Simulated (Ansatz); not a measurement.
Ideal-gas functions of H₂Sb (`[SbH2]`) radical at 800 K and 1 bar, from an Ansatz frequency run at PBE0-D4/def2-TZVP.

Molar mass 123.78 g/mol, point group C2v (symmetry number 2), electronic degeneracy 2, moments of inertia 2.891, 2.965, 5.857 u Å². Harmonic wavenumbers (cm⁻¹, unscaled): 844, 1956, 1962.

Use S(trans) = R[1.5 ln M + 2.5 ln T − 1.1517]; rotational temperatures θ = 24.2544 K / I; S(rot) = R[ln(√π/σ · √(T³/θAθBθC)) + 1.5]; for each mode x = 1.438777 ν̃/T, S = R[x/(eˣ − 1) − ln(1 − e⁻ˣ)] and H = RT x/(eˣ − 1); 1 cm⁻¹ = 0.0119627 kJ/mol; R = 8.31446 J/(mol·K).

Task: By hand: the entropy, in J/(mol·K).

Result: Translation 189.5. Rotation: θ = 8.3896, 8.1802, 4.1411 K, giving 71.3. Vibration, mode by mode: 5.60, 1.14, 1.13, in all 7.9. Electronic 5.8. Sum 274.5 J/(mol·K).

Task: By hand: H − E and G − E in kJ/mol, counted from the electronic energy.

Result: Zero-point energy ½ × 4762 × 0.0119627 = 28.5; thermal vibration 4.3; translation, rotation and pV give 4 RT = 26.6. H − E = 59.4 kJ/mol, and G − E = 59.4 − 800 × 274.5/1000 = -160.2 kJ/mol.

Vibration gives 3 % of the entropy.
